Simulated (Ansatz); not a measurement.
## A relaxation, step by step

CH₅GaO, singlet, PBE0-D4/def2-TZVP (Ansatz 0.2.0). Settings:

```yaml
hamiltonian: {xc: pbe0, dispersion: d4}
relax: {f_tol: 0.005, max_steps: 200}
```

Start, a step off a saddle point along its unstable mode:

```
atom    x (Å)    y (Å)    z (Å)
 Ga1  -1.1920  -0.3131  -0.8841
  C2   0.7020   0.2265   0.5218
  O3  -0.7478  -1.8833  -0.6012
  H4   0.2952  -0.6421   0.2063
  H5  -1.8240   1.0554  -1.3133
  H6   0.1037   0.8414   1.2298
  H7   1.1301   0.9154  -0.2352
  H8   1.5327  -0.2002   1.0759
```

```json
{"step": "1", "energy less the last (meV)": "883.7", "largest force component (eV/Å)": "4.641"}
{"step": "2", "energy less the last (meV)": "368.5", "largest force component (eV/Å)": "1.113"}
{"step": "3", "energy less the last (meV)": "120.8", "largest force component (eV/Å)": "0.440"}
{"step": "4", "energy less the last (meV)": "37.9", "largest force component (eV/Å)": "0.932"}
{"step": "5", "energy less the last (meV)": "3.6", "largest force component (eV/Å)": "0.206"}
{"step": "6", "energy less the last (meV)": "1.5", "largest force component (eV/Å)": "0.045"}
{"step": "7", "energy less the last (meV)": "0.7", "largest force component (eV/Å)": "0.111"}
{"step": "8", "energy less the last (meV)": "0.2", "largest force component (eV/Å)": "0.061"}
{"step": "9", "energy less the last (meV)": "0.0", "largest force component (eV/Å)": "0.010"}
{"step": "10", "energy less the last (meV)": "0.0", "largest force component (eV/Å)": "0.005"}
{"step": "11", "energy less the last (meV)": "0.0", "largest force component (eV/Å)": "0.002"}
```

Step 4, positions (Å) and forces (eV/Å):

| atom | x | y | z | Fx | Fy | Fz |
| --- | --- | --- | --- | --- | --- | --- |
| Ga1 | -1.526 | -0.469 | -1.133 | -0.244 | 0.878 | -0.156 |
| C2 | 0.906 | 0.304 | 0.674 | 0.006 | -0.019 | -0.004 |
| O3 | -1.160 | -2.033 | -0.906 | 0.135 | -0.932 | 0.074 |
| H4 | 0.472 | -0.642 | 0.330 | 0.112 | 0.071 | 0.085 |
| H5 | -1.881 | 0.994 | -1.356 | -0.015 | 0.013 | -0.011 |
| H6 | 0.193 | 0.854 | 1.290 | -0.012 | -0.009 | -0.007 |
| H7 | 1.213 | 0.921 | -0.173 | -0.013 | -0.012 | -0.006 |
| H8 | 1.784 | 0.072 | 1.274 | 0.032 | 0.010 | 0.025 |

Step 8, positions (Å) and forces (eV/Å):

```csv
atom,x,y,z,Fx,Fy,Fz
Ga1,-1.611,-0.467,-1.190,-0.001,0.004,-0.001
C2,0.964,0.303,0.713,0.018,-0.026,0.016
O3,-1.381,-2.086,-1.065,0.003,-0.019,0.002
H4,0.718,-0.740,0.495,0.015,0.054,0.014
H5,-1.852,1.030,-1.326,-0.002,0.015,-0.001
H6,0.138,0.783,1.242,0.023,-0.015,-0.005
H7,1.172,0.843,-0.213,0.006,-0.012,0.016
H8,1.853,0.335,1.346,-0.061,-0.001,-0.043
```

Step 10, positions (Å) and forces (eV/Å):

| atom | x | y | z | Fx | Fy | Fz |
| --- | --- | --- | --- | --- | --- | --- |
| Ga1 | -1.612 | -0.467 | -1.189 | 0.001 | 0.003 | 0.001 |
| C2 | 0.964 | 0.303 | 0.712 | 0.001 | 0.005 | 0.001 |
| O3 | -1.378 | -2.087 | -1.065 | 0.000 | -0.002 | 0.000 |
| H4 | 0.717 | -0.738 | 0.494 | 0.002 | -0.003 | 0.001 |
| H5 | -1.855 | 1.030 | -1.325 | -0.001 | 0.000 | 0.000 |
| H6 | 0.138 | 0.784 | 1.239 | 0.000 | 0.000 | -0.002 |
| H7 | 1.178 | 0.842 | -0.212 | -0.002 | 0.000 | 0.001 |
| H8 | 1.849 | 0.333 | 1.347 | -0.001 | -0.003 | -0.001 |

Last step (11):

```xyz
8
angstrom
Ga -1.6120 -0.4665 -1.1890
C 0.9639 0.3022 0.7117
O -1.3770 -2.0853 -1.0649
H 0.7183 -0.7389 0.4950
H -1.8574 1.0311 -1.3244
H 0.1373 0.7837 1.2367
H 1.1788 0.8403 -0.2130
H 1.8482 0.3334 1.3479
```

The run took about 33 s on 2 CPU threads of an Intel Xeon Platinum 8259CL (shared host).
